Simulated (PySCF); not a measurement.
**Working out the ionisation energy of I²⁺**

I²⁺ [Kr] 4d10 5s2 5p3 (4S) → I³⁺ [Kr] 4d10 5s2 5p2 (3P). Computed with PySCF 2.14 in def2-TZVPPD with the def2 core potential (28 electrons), with scalar relativity through the core potential. Frozen: nothing. Energies in hartree (1 hartree = 27.21139 eV):

```tsv
part	I²⁺ (lower)	I³⁺ (upper)
UHF	-295.657861	-294.559400
MP2 opposite-spin	-0.315217	-0.304558
MP2 same-spin	-0.185972	-0.172427
```

What does Hartree-Fock give?

(-294.559400) − (-295.657861) = 1.098461 hartree = 29.891 eV.

What do MP2 and SCS-MP2 (6/5 opposite-spin, 1/3 same-spin) give?

The opposite-spin parts differ by 0.290 eV and the same-spin parts by 0.369 eV. MP2: 29.891 + (0.290) + (0.369) = 30.550 eV. SCS-MP2: 29.891 + 1.2 × (0.290) + (0.369)/3 = 30.362 eV.

Reference: 29.57 ± 0.025 eV (measured; NIST Atomic Spectra Database, ionization energies), between the lowest levels; spin-orbit coupling is absent from the calculation.

What remains against the reference includes basis incompleteness and correlation beyond second order.
